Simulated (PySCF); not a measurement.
## Assigning NMR signals

Cartesian coordinates in Å; atom numbers follow the order of the lines, from 1:
```xyz
37

Si    0.312    0.005    0.214
C     0.344   -0.015    2.096
C     1.303   -0.562    2.854
H    -0.515    0.424    2.623
H     2.195   -1.020    2.412
H     1.246   -0.576    3.948
C     2.067    0.032   -0.466
C     3.133    0.566    0.144
H     2.227   -0.385   -1.470
H     3.063    1.005    1.145
H     4.124    0.587   -0.324
C    -0.543    1.640   -0.341
C     0.103    2.775    0.463
C    -2.047    1.615   -0.060
C    -0.298    1.904   -1.830
H    -0.317    3.748    0.150
H    -0.073    2.673    1.546
H     1.192    2.819    0.303
H    -2.273    1.388    0.994
H    -2.570    0.872   -0.682
H    -2.493    2.600   -0.284
H    -0.736    1.128   -2.474
H     0.777    1.964   -2.058
H    -0.752    2.868   -2.123
C    -0.515   -1.636   -0.367
C    -0.829   -1.617   -1.864
C    -1.798   -1.909    0.425
C     0.482   -2.763   -0.075
H    -1.207   -2.604   -2.187
H    -1.603   -0.876   -2.115
H     0.060   -1.394   -2.476
H    -2.574   -1.151    0.245
H    -1.605   -1.943    1.509
H    -2.220   -2.888    0.135
H     0.747   -2.806    0.993
H     1.416   -2.652   -0.647
H     0.041   -3.739   -0.346
```

Computational details: PBE0-D3(BJ)/def2-SVP geometry, PBE0/pcSseg-1 with gauge-including orbitals, in PySCF 2.14 (relativity neglected, one computed conformer, isolated molecule, rapidly exchanging positions averaged).

Referencing at the same level of theory: ¹³C and ¹H against TMS.

(1) Assign these signals to the numbered atoms. ¹³C{¹H} NMR (computed): δ 145.3, 142.1, 28.6, 20.3.

(2) Assign these signals to the numbered atoms. ¹H NMR (600 MHz, computed): δ 6.44 (m, 2H), 6.36 (m, 4H), 0.98 (s, 18H).

Results:

(1) 
```tsv
δ (ppm)	atoms	environment	reason
145.3	C3/C8	carbon bonded to C, 2 H	–
142.1	C2/C7	carbon bonded to C, Si, H	–
28.6	C13/C14/C15/C26/C27/C28	carbon bonded to C, 3 H	–
20.3	C12/C25	carbon bonded to 3 C, Si	–
```

(2) 
6.44 → H4/H9, hydrogen on a carbon bonded to C, Si
6.36 → H5/H6/H10/H11, hydrogen on a carbon bonded to C
0.98 → H16/H17/H18/H19/H20/H21/H22/H23/H24/H29/H30/H31/H32/H33/H34/H35/H36/H37, hydrogen on a carbon bonded to C

H4/H9 and H5/H6/H10/H11 lie closer than the usual error of such a calculation, so a measured spectrum could show them in the other order.

Shifts are as computed. Against solution values, carbons near 30 ppm lie about +2 ppm off and those near 130 ppm about +5 ppm. Of 1313 compounds with measured shifts, 239 miss one by over three times the rms of a fit or turn the order of signals round; such compounds aren't used in these exercises. No couplings were computed; multiplicities are counted from neighbouring protons, with m where these are inequivalent, close in shift, in a saturated or five-membered ring or joined by F or P, and br s for small geminal =CH2 splittings.
